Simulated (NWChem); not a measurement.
Molecule: GeH3OBr; SMILES [OH][GeH2][Br]

```xyz
6

Ge    -0.3658    -0.9201    -0.0002
O      1.1588    -1.8500    -0.0603
Br     0.0850     1.3825    -0.0066
H     -1.0991    -1.2755    -1.3024
H     -1.1522    -1.1903     1.3036
H      1.7110    -1.6774     0.7191
```
Atoms are numbered in this order, from 1.

Results from NWChem. Pople sets run with spherical d functions. Structure relaxed at the B3LYP/6-31G* (spherical d) level.

**Question.** Predict the results for PBE/6-31G*. Quantities: highest occupied level (eV); orbital gap (eV); dipole (D).

**Answer.** 
```json
{
 "highest occupied level (eV)": "-6.89",
 "orbital gap (eV)": "5.47",
 "dipole (D)": "1.86"
}
```
